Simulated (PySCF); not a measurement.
# Exercise with solution: oscillator strength and radiative lifetime

GeF₂ClBr, SMILES [F][Ge]([F])([Cl])[Br].

Coordinates come from a PBE0-D3(BJ)/def2-SVP optimisation. The structure was generated by enumeration, and PubChem lists no compound with its InChIKey, so it may never have been made.

TDA-LC-ωPBE/def2-SVPD (PySCF) puts the first singlet state with f over 0.02 at 7.41 eV (vertical), with the transition dipole (-0.224, -0.398, 0.000) in atomic units.

Task: Find the oscillator strength, the wavelength and the radiative lifetime that this transition would have in vacuum if emission retraced absorption.

Result: 
|μ|² = 0.2086 au, so |μ| = 1.16 D. ΔE = 7.41/27.211 = 0.2723 hartree. f = (2/3) ΔE |μ|² = 0.038 (the program prints 0.038).
λ = 1239.84/7.41 = 167 nm; ν = 59766 cm⁻¹.
Einstein's coefficient A = 0.6670 ν² f s⁻¹ (ν in cm⁻¹) = 9.0e7 s⁻¹, so τ = 1/A = 11 ns. This state is S4; the lower singlets have f = 0.018, 0.005, 0.012. The figure is the radiative limit of this one transition; relaxation, internal conversion, crossing to triplets and a medium change what is measured.
